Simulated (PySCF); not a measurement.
A GIAO shielding run with PySCF 2.14.0 with density-fitted response routines (density fitting, non-relativistic, gas phase) on `C#CC/P=P\c1cccs1`, C7H6P2S:

```
$ OMP_NUM_THREADS=1 python probes_run.py task.json out

{"job": {"kind": "nmr", "xc": "PBE0", "basis": "pcSseg-1"}, "charge": 0, "multiplicity": 1}
C      4.041356     0.095443    -0.664038
C      2.944673     0.213209    -0.198735
C      1.631371     0.338301     0.382091
P      1.737038     0.174067     2.264215
P     -0.134590    -0.337640     2.891152
C     -1.155278    -0.375868     1.394851
C     -1.707634     0.677308     0.721934
C     -2.533456     0.274813    -0.347987
C     -2.608800    -1.074731    -0.471858
S     -1.679970    -1.892083     0.720234
H      4.996083    -0.002270    -1.086539
H      1.219257     1.325985     0.150488
H      0.967787    -0.425921    -0.032636
H     -1.527722     1.704090     0.990844
H     -3.045653     0.964003    -0.995530
H     -3.152060    -1.649763    -1.194932
```

Hardware: 1 thread of an AMD EPYC 9R45 96-Core, shared host. The job also computes population analyses, field gradients, ring-centre shieldings.

Task: How large is the calculation?

Result: 94 electrons, 221 basis functions and 1212 auxiliary functions.

Task: How long does it take, and how much memory does it need?

Result: 25 s of wall time, with 15 SCF cycles and 5 response iterations; peak memory 1 GiB. Times on a shared host scatter by some tens of per cent.
